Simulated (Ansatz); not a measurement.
Isolated molecules relaxed with PBE0-D4/def2-TZVP in Ansatz; ΔE leaves out vibrations. CCSD(T)/CBS is the MP2 limit (def2-TZVPP, def2-QZVPP) plus CCSD(T) − MP2 in def2-TZVPP, frozen cores. Functionals use def2-TZVPP. One conformer a species, not always the lowest.

`[SiH3]/C=C/C[SiH3]` + `BCS` → `BCSC[SiH3]` + `C=C[SiH3]`  (substitution at a C–C bond)

```json
{"level": "PBE0", "ΔE (kJ/mol)": "20.2"}
{"level": "SCS-MP2/def2-TZVPP", "ΔE (kJ/mol)": "17.2"}
{"level": "CCSD/def2-TZVPP", "ΔE (kJ/mol)": "19.0"}
{"level": "SCS-MP2/def2-QZVPP", "ΔE (kJ/mol)": "15.6"}
```

Question: What does CCSD(T)/CBS give? (An estimate is asked.)

Answer: Computed: +14.8 kJ/mol. The listed levels differ from it by 5.4, 2.4, 4.2, 0.8 kJ/mol.

Largest T1 diagnostic among the species: 0.012.
